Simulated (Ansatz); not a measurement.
System: sum formula ZrH₃I, charge 0, multiplicity 1. SMILES: [ZrH3][I]
Geometry from a B3LYP-D3(BJ)/def2-TZVP (Ansatz, a first-principles code) optimisation:
```
Zr
H 1 1.8422
H 1 1.8422 2 109.59
H 1 1.8422 2 109.59 3 120.29
I 1 2.7037 2 109.35 3 -119.85
```

Parts of the frozen-core correlation energy in def2-SVP (Ansatz, hartree). Frozen orbitals: 13; correlated occupied orbitals by spin: 7 and 7; virtual: 52 and 52. Spin-orbit coupling is left out. Past Kr the def2 sets carry scalar-relativistic core potentials.

```
term                            value
-------------------------  ----------
reference (HF)             -344.93189
MP2 opposite-spin            -0.15991
MP2 same-spin                -0.04134
CCSD correlation             -0.23153
(T)                          -0.00707
T1 diagnostic                   0.022
largest doubles amplitude       0.033
```
